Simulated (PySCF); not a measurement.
# [YH2]+: PBE0 against wB97X

Base calculation in PySCF with density fitting and no spin–orbit coupling, PBE0/def2-TZVP (scalar-relativistic core potentials): singlet, C2v, Y–H 1.882 Å (×2); H–Y–H 106.9°; wavenumbers 515, 1651, 1690 cm⁻¹; dipole moment about the centre of mass 4.46 D, gap between the highest occupied and lowest empty levels 5.03 eV, polar-tensor charge of Y 1.77 e.

Problem. What changes on going to wB97X/def2-TZVP (scalar-relativistic core potentials)?

Solution. The point group stays the same. Changes: mean bond to Y +0.006 Å, smallest bond angle +2.1 degrees, highest wavenumber +18 cm⁻¹, lowest wavenumber -7 cm⁻¹, dipole moment about the centre of mass +0.42 D, gap between the highest occupied and lowest empty levels +4.59 eV, polar-tensor charge of Y +0.13 e. The new structure has Y–H 1.888 Å (×2); H–Y–H 109.0°, with wavenumbers 508, 1665, 1708 cm⁻¹.

Each species is the lowest minimum found with this bonding; other isomers or fragments can lie lower.
